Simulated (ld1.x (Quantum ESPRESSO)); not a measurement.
## What one change does to a pseudopotential (N (Z = 7), ultrasoft)

* Element: N (Z = 7)
* Generator: ld1.x (Quantum ESPRESSO) 7.5
* Type: ultrasoft
* Functional: LDA (PZ)
* Relativity: scalar-relativistic
* Frozen core: [He]
* Valence charge: 5
* Reference configuration: 2s2 2p2 (charge +1)
* Partial waves: 2s (bound): rcut 0.60, rcutus 0.85 bohr; 2s channel at 0.15 Ry: rcut 0.60, rcutus 0.85 bohr; 2p (bound): rcut 1.35, rcutus 1.50 bohr; 2p channel at 0.65 Ry: rcut 1.35, rcutus 1.50 bohr; 3d channel at 0.2 Ry: rcut 1.30, rcutus 1.45 bohr; 3d channel at 2.05 Ry: rcut 1.30, rcutus 1.45 bohr
* Local potential: all-electron potential smoothed inside 1.45 bohr (lloc = -2)
* Core correction: a·sin(br)/r model core, default radius (core density twice the valence density)
* Augmentation charge: PSQ, inside the norm-conserving radii

Change: waves 2s (bound): rcut 0.60, rcutus 1.04 bohr; 2s channel at 0.15 Ry: rcut 0.60, rcutus 1.04 bohr.

Cutoffs: the cutoffs (Ry, on a coarse ladder) from which the occupation-weighted sum of valence levels, in a spherical-Bessel basis at the reference potential, stays within 10 and 1 mRy of its value at 400 Ry; they do not see the model core or the augmentation charge, which bear on the density cutoff. Errors are all-electron minus pseudo energies relative to the spin-unpolarised reference configuration.

Task: How do hardness, ghosts and transferability respond?

Result: The potential gets softer (45 Ry and 60 Ry → 30 Ry and 40 Ry); of the 9 tests that both files solve, the error grows in 1 and shrinks in 0 by more than 15 % and 0.3 meV (median size 19.7 → 23.8 meV); neither file shows a bound ghost. A larger radius leaves more room for a smooth pseudo-wave, so fewer plane waves are needed.

```tsv
quantity	base	changed
cutoff, loose	45 Ry	30 Ry
cutoff, tight	60 Ry	40 Ry
loose cutoff by channel (10 mRy a level)	s 40 Ry, p 25 Ry	s 10 Ry, p 25 Ry
bound ghosts	none	none
error for 2s2 2p3, meV [ΔE -13.73 eV]	-9.3	-9.4
error for 2s2 2p1, meV [ΔE 28.97 eV]	-33	-32
error for 2s2 2p0, meV [ΔE 76.13 eV]	-177	-173
error for 2s2 2p3.3, meV [ΔE -15.40 eV]	-12	-12
error for 2s1 2p0, meV [ΔE 153.61 eV]	-255	-243
error for 2s0 2p5, meV [ΔE 8.72 eV]	-20	-24
error for 2s2 2p2.5, meV [ΔE -8.57 eV]	-3.3	-3.3
error for 2s2 2p2 (spin-polarised), meV [ΔE -1.69 eV]	-9.4	-9.5
error for 2s2 2p3 (spin-polarised), meV [ΔE -16.62 eV]	-29	-29
s: phases at 1.65 bohr within 0.05 rad from the reference energy up to (Ry; the scan ends near 5)	to the end of the scan	to the end of the scan
p: phases at 1.65 bohr within 0.05 rad from the reference energy up to (Ry; the scan ends near 5)	to the end of the scan	to the end of the scan
d: phases at 1.65 bohr within 0.05 rad from the reference energy up to (Ry; the scan ends near 5)	to the end of the scan	to the end of the scan
lowest overlap eigenvalue by channel	s 0.42, p 0.98, d 0.98	s 0.61, p 0.98, d 0.98
```
